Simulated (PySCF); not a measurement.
Ligands exchanged one at a time, In F-Cl. Gas-phase values, no solvent. Strings in code marks are SMILES.

The S1–T1 gap (TDA) from two functionals at the same geometries (PBE0-D4/def2-TZVP), both in PySCF: PBE-D3(BJ)/def2-TZVP and PBE0-D4/def2-TZVP. Excitations are Tamm–Dancoff values on a coarser integration grid. The basis has no diffuse functions, so Rydberg states are missing or too high.

```csv
species,PBE-D3(BJ)/def2-TZVP (eV)
0 of 3 F replaced by Cl (`[F][In]([F])[F]`),0.52
1 of 3 F replaced by Cl (`[F][In]([Cl])[F]`),0.39
2 of 3 F replaced by Cl,0.34
3 of 3 F replaced by Cl,0.30
```

Question: What does PBE0-D4/def2-TZVP give for each?

Answer: 
- 0 of 3 F replaced by Cl (`[F][In]([F])[F]`): 0.69
- 1 of 3 F replaced by Cl (`[F][In]([Cl])[F]`): 0.45
- 2 of 3 F replaced by Cl: 0.42
- 3 of 3 F replaced by Cl: 0.35
Over these rows, drawn at random from the members with no instability flagged (it was tested for open shells, ions and some series alone), PBE minus PBE0-D4: mean -0.09 eV, from -0.18 eV to -0.06 eV.
